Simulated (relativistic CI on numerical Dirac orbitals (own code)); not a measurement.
Method of calculation: Dirac-Coulomb-Breit CI, orbitals from a KLI potential per configuration, model QED, unscaled Slater integrals (own radial code, finite nucleus).

The strongest absorption lines from the ground level of an ion, among the configurations computed and to levels below about 305 eV (vacuum wavelength in nm, gf): 4.0721 (4.6), 4.0732 (1.1), 4.1087 (3.7), 5.0528 (0.41), 5.1717 (0.52), 5.1797 (0.33), 5.2300 (0.11), 5.5095 (0.094).

Problem. Which ion is it?
A. Bi42+
B. Au38+
C. Fr46+
D. Pa50+

Solution. A. Bi42+ has 41 electrons and the ground level 4s2 4p6 4d5 4P_5/2; the strongest line goes to 4s2 4p6 4d4 4f 2P°_3/2. The pattern of lines fixes the number of electrons, and along that sequence the line energies rise steadily with the charge (about as its square where n changes within one kind of shell, about linearly where n is kept but much faster in heavy ions where fine structure, which grows about as Z⁴, sets the gap, and irregularly where shells cross), which fixes Z. Configurations outside the model, such as inner-shell arrays, can give stronger lines. At this charge energies of transitions that change n are usually good to better than 1 %, and those within a shell (Δn = 0) to a few per cent.

LS names give the leading component of a level, which can be under half, so a name can repeat, a term be missing and a line seem to break the LS rules.
